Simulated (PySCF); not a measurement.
Isomers of C9H10O3, from PySCF 2.14.0, PBE0-D3(BJ)/def2-SVP geometry optimisation, gas phase. One conformer each, no zero-point energy, no frequencies.

Question: Which is lower in electronic energy at this level?
A. `[CH3:1][C@@H:2]([O:3][CH:4]=[O:5])[O:6][c:7]1[cH:8][cH:9][cH:10][cH:11][cH:12]1` with C1–C2–O3–C4 -111°, C2–O3–C4–O5 2°, C1–C2–O6–C7 169°, C2–O6–C7–C8 -6°: A = 1763, B = 619.9, C = 493.5 MHz, dipole 0.98 D
B. `[CH3:1][O:2][CH2:3][c:4]1[cH:5][cH:6][c:7]([C:8](=[O:9])[OH:10])[cH:11][cH:12]1` with C1–O2–C3–C4 -72°, O2–C3–C4–C5 -33°, C6–C7–C8–O9 178°, C7–C8–O10–H 180°: A = 2623, B = 438.5, C = 400.8 MHz, dipole 1.34 D

Answer: B. That is `c1c(COC)ccc(c1)C(=O)O`, 5.0 kcal/mol below the other.

```
                SMILES                                                                    mapped SMILES      E (Eh)  relative (kcal/mol)  relative (kJ/mol)  dipole (D)
   COCc1ccc(C(=O)O)cc1  [CH3:1][O:2][CH2:3][c:4]1[cH:5][cH:6][c:7]([C:8](=[O:9])[OH:10])[cH:11][cH:12]1  -573.61309                  0.0                0.0        1.34
C[C@@H](OC=O)Oc1ccccc1  [CH3:1][C@@H:2]([O:3][CH:4]=[O:5])[O:6][c:7]1[cH:8][cH:9][cH:10][cH:11][cH:12]1  -573.60516                  5.0               20.8        0.98
```

As drawn, the lower has an O–H bond, which the higher lacks.
